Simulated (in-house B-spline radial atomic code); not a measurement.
Configurations of Ho, with energies counted from [Xe] 4f11 6s2. All numbers are computed (scalar-relativistic (X2C) PBE0, spin-polarised, spherical fractional occupations, exact exchange averaged over the configuration; Fermi nucleus of rms radius 5.2022 fm) with an all-electron radial atomic-structure program (B-spline basis), not measured. Shells without spins written out take the highest spin.

Occupations are held fixed; configurations that lie above the ionisation limit could autoionise.

```
                configuration  E - E(ref) (eV)  highest orbital  its <r> (bohr)
            [Xe] 4f11 6s1 7p1            4.254            7p up           12.72
            [Xe] 4f10 5f1 6s2           6.7264            5f up           16.36
   [Kr] 4d10 4f12 5s2 5p5 6s2           25.302          4f down          0.9107
[Kr] 4d9 4f11 5s2 5p6 5d1 6s2           160.47            5d up           2.727
[Kr] 4d9 4f11 5s2 5p6 6s2 7s1           164.01            7s up           9.252
```

**Question.** Order these further configurations by energy, lowest first.
A. [Xe] 4f10 6s2 7s1
B. [Kr] 4d9 4f11 5s2 5p6 6s2 7d1
C. [Xe] 4f11 6s1 6p1
D. [Kr] 4d10 4f11 5s2 5p5 6s2 6d1
E. [Kr] 4d9 4f11 5s2 5p6 6s2 6p1

**Answer.** C (2.0172 eV), A (5.2998 eV), D (28.905 eV), E (161.93 eV), B (165.43 eV).

**Question.** How far above the reference does [Kr] 4d9 4f12 5s2 5p6 6s2 lie?

**Answer.** 158.02 eV; its least bound orbital is 6s down with <r> = 4.144 bohr.
